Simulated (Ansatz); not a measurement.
AlH₈NSi₂, SMILES `[AlH2][N]([SiH3])[SiH3]`, relaxed with RKS PBE-D4/def2-SVP in Ansatz from a rough embedded geometry. The force threshold is 0.03 eV/Å; the program also tests the step.

Charge 0, multiplicity 1.

Start:

```xyz
12

Al   -1.072    0.658    1.328
N     0.065    0.723   -0.125
Si    1.556   -0.138    0.361
Si   -0.692   -0.170   -1.509
H    -2.524   -0.101    1.271
H    -0.687    1.378    2.758
H     2.507   -0.124   -0.827
H     1.275   -1.472    0.718
H     2.249    0.621    1.470
H    -1.947    0.430   -1.828
H    -0.940   -1.592   -0.993
H     0.210   -0.214   -2.624
```

(1) By how much does the energy fall, and how many steps does the optimiser take? (An estimate is asked.)

(2) Which bonds change most? (Estimate.)

(3) Give the relaxed structure. (Best estimate.)

## Answers

(1) The calculation gave: 0.80 eV, in 12 steps.

(2) Ansatz gave: Si3–H8 from 1.409 to 1.509 Å; Si4–H10 from 1.427 to 1.505 Å; Si4–H12 from 1.435 to 1.509 Å; Al1–H6 from 1.646 to 1.595 Å.

(3) Ansatz gave: 
```xyz
12

Al   -1.143    0.927    1.344
N    -0.098    0.085    0.115
Si    1.622   -0.219    0.417
Si   -0.761   -0.478   -1.430
H    -2.677    1.156    0.977
H    -0.459    1.382    2.711
H     2.473    0.420   -0.652
H     1.917   -1.699    0.411
H     1.993    0.354    1.758
H    -2.212   -0.089   -1.511
H    -0.641   -1.977   -1.554
H    -0.015    0.138   -2.588
```
